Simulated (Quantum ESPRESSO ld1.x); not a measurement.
Q: Species: W60+. Configuration: [Ne] 3s2 3p2. Method: scalar-relativistic Kohn-Sham, LDA (Slater exchange, VWN5 correlation), spin-polarised, spherical densities, point nucleus; open shells are filled with parallel spins first; computed with ld1.x of Quantum ESPRESSO 7.5. Some entries of the table are withheld. Estimate them.

| orbital | occ. | eigenvalue (eV) | <r> (bohr) |
|---|---|---|---|
| 1s up | 1 | -74311.1 | 0.01835 |
| 1s down | 1 | -74302.7 | 0.01835 |
| 2s up | 1 | -16638.5 | 0.07669 |
| 2s down | 1 | -16631.1 | 0.07667 |
| 2p up | 3 | -15175.9 | 0.06843 |
| 2p down | 3 | -15167.0 | 0.06842 |
| 3s up | 1 | -6724.79 | (1) |
| 3s down | 1 | -6699.81 | (2) |
| 3p up | 2 | -6291.92 | (3) |
| 3p down | 0 | -6266.93 | (4) |
| 3d up | 0 | (5) | 0.1600 |
| 3d down | 0 | (6) | 0.1599 |
| 4s up | 0 | -3582.77 | 0.3432 |
| 4s down | 0 | -3573.07 | 0.3439 |

A: 
(1) 3s up <r> (bohr): 0.1849
(2) 3s down <r> (bohr): 0.1850
(3) 3p up <r> (bohr): 0.1814
(4) 3p down <r> (bohr): 0.1815
(5) 3d up eigenvalue (eV): -5914.63
(6) 3d down eigenvalue (eV): -5892.90
